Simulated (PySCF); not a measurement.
HfCl₂, triplet: data card

Level of theory: UPBE0/[Hf def2-TZVP with ECP60, Cl def2-TZVP], scalar-relativistic core potentials, density fitting, no spin–orbit coupling, PySCF.

The structure is a minimum.

| Item | Value |
| --- | --- |
| Point group | C2v |
| Bond lengths | Hf–Cl 2.350 Å (×2) |
| Bond angles | Cl–Hf–Cl 153.5° |
| Enthalpy at 298.15 K above 0 K | 14.02 kJ/mol |
| Zero-point energy | 4.5 kJ/mol |
| Entropy at 298.15 K and 1 bar (electronic part: spin only) | 322.4 J/(mol K) |
| Principal quadrupole moments (Buckingham, traceless) about the centre of mass | -11.17, 5.57, 5.59 D Å |
| Dipole moment | 1.04 D |
| Rotational symmetry number | 2 |
| Principal polarisabilities | 72.6, 73.4, 84.5 bohr³ |
| Lowest empty level (β) | -2.80 eV |
| Rotational constants | 1.155, 0.04605, 0.04428 cm⁻¹ |
| Heat capacity Cp at 298.15 K | 54.5 J/(mol K) |
| Atomisation energy without zero-point energy | 972 kJ/mol |
| Spin squared ⟨S²⟩ | 2.004 |
| Highest occupied level (α) | -5.51 eV |

Harmonic modes (masses in u: Hf 179.947, Cl 34.969):
```tsv
symmetry	ω (cm⁻¹)	IR (km/mol)	μ (u)	type
a1	35	2.7	44.03	bend
a1	356	4.5	35.67	stretch
b2	369	121	44.65	stretch
```

In C2v the vibrations span 2a1 + b2. Here b1 is antisymmetric to the molecular plane and b2 lies in it.

Charges (e):
| atom | Mulliken | Löwdin | polar tensor | spin (Mulliken) | Mayer order to Hf1 |
| --- | --- | --- | --- | --- | --- |
| Hf1 | 0.76 | -0.01 | 1.11 | 2.08 | – |
| Cl2,3 | -0.38 | 0.01 | -0.55 | -0.04 | 1.09 |

Mulliken populations on Hf1 (electrons outside its core potential): s 2.83, p 6.25, d 2.10, f 0.06.

Formally Hf is in oxidation state +2, d2, with 2 unpaired electrons (the high-spin count). The Mulliken spin on Hf is 2.08. The polar-tensor charge on Hf, 1.11, is far below the formal one.

This need not be the most stable arrangement of these atoms. With open d or f shells other occupations or spin states may lie lower. Spin–orbit coupling, left out here, can matter for elements this heavy.

The final relaxation and frequency run took about 8 core-minutes on a shared host.
